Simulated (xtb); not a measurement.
xtb input:

```bash
xtb mol.xyz --gfn 2 --sp --chrg -1 --uhf 0
```
mol.xyz:
```
8

F      1.85274458    -0.39276829     0.79114800
C      0.58715600    -0.19005286     0.28100164
C     -0.48129565    -1.12664650     0.36175010
C     -1.44671651    -0.41940999    -0.28253253
O     -1.05503281     0.86674054    -0.74741907
C      0.25253816     0.96157738    -0.36083205
H     -2.48018408    -0.62290429    -0.52873524
H      0.77565331     1.87108639    -0.60856718
```

Task: Which total energy does the run end on?

Result: -18.48637 Eh (GFN2-xTB).

It need not be the lowest isomer of its formula. Whether it binds its extra electron was not tested at this geometry.
